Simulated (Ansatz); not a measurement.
The same path of CH5AlF2O (10 atoms, charge 0, multiplicity 1) was run twice with different band settings. Lost on the way: Al1–C2, H5–O6. Made: C2–H5.

All numbers below come from Ansatz, RKS B3LYP/def2-SVP.

Relaxed end points:

```xyz
10
Properties=species:S:1:pos:R:3
Al 0.140 -0.798 0.195
C 1.230 0.704 -0.401
F -0.614 -1.795 -0.946
F 0.529 -1.581 1.622
H -1.800 0.939 0.476
O -1.650 -0.009 0.608
H 1.358 1.465 0.389
H 2.244 0.361 -0.669
H 0.821 1.208 -1.294
H -2.256 -0.494 0.020
```

```xyz
10
Properties=species:S:1:pos:R:3
Al -0.415 -1.166 0.288
C 0.888 1.061 -0.346
F -0.323 -1.662 -1.294
F 0.769 -1.667 1.340
H -0.188 1.080 -0.096
O -1.845 -0.520 0.926
H 1.300 2.016 0.009
H 1.436 0.264 0.185
H 1.023 0.956 -1.429
H -2.645 -0.362 0.417
```

Common settings: movable images 7; climbing image yes; optimiser quadratic models (default); start path through a guess of the saddle point; force threshold 0.05 eV/Å; iteration limit 60; end points relaxed.

| run | spring |
| --- | --- |
| 1 | 5.0 eV/Å² |
| 2 | 0.5 eV/Å² |

**Question.** What does each run give, and how far can it be trusted?

**Answer.** Run 1: converged after 8 iterations, highest image 0.967 eV above the first end. A vibrational analysis at the climbing image gives 2 clearly imaginary modes (1314i, 95i cm⁻¹): a point of higher order, so a lower path passes nearby.
Run 2: converged after 8 iterations, highest image 0.966 eV above the first end. Another band between the same ends (7 images) ends at a top of the same energy, where a vibrational analysis finds 2 clearly imaginary modes.
The orbitals stay closed-shell, which can raise the energy where a bond breaks towards radicals; this wasn't checked here.
